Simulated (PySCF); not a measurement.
B3LYP has the VWN-RPA correlation part, as in Gaussian. Excitations are Tamm–Dancoff values on a coarser integration grid. The basis has no diffuse functions, so Rydberg states are missing or too high.

Z-matrix (Å, degrees):
```
B
H 1 1.2010
C 1 1.5772 2 116.88
H 3 1.0891 1 114.05 2 176.20
H 3 1.1034 4 110.58 1 112.02
B 3 1.5474 4 115.55 5 121.92
H 6 1.1928 3 119.79 4 -160.90
H 6 1.1932 7 118.89 3 177.50
B 1 1.6381 2 119.38 3 179.73
H 9 1.1963 1 122.43 2 -90.21
H 9 1.1971 10 115.92 1 179.95
```
Charge 0, spin multiplicity 1.

Problem. Give the S1–T1 gap (TDA), S1 oscillator strength and S1 excitation (TDA) at the level PySCF 2.14.0 with B3LYP-D3(BJ)/def2-TZVP.

Solution. 
- S1–T1 gap (TDA): 0.73 eV
- S1 oscillator strength: 0.015
- S1 excitation (TDA): 4.69 eV
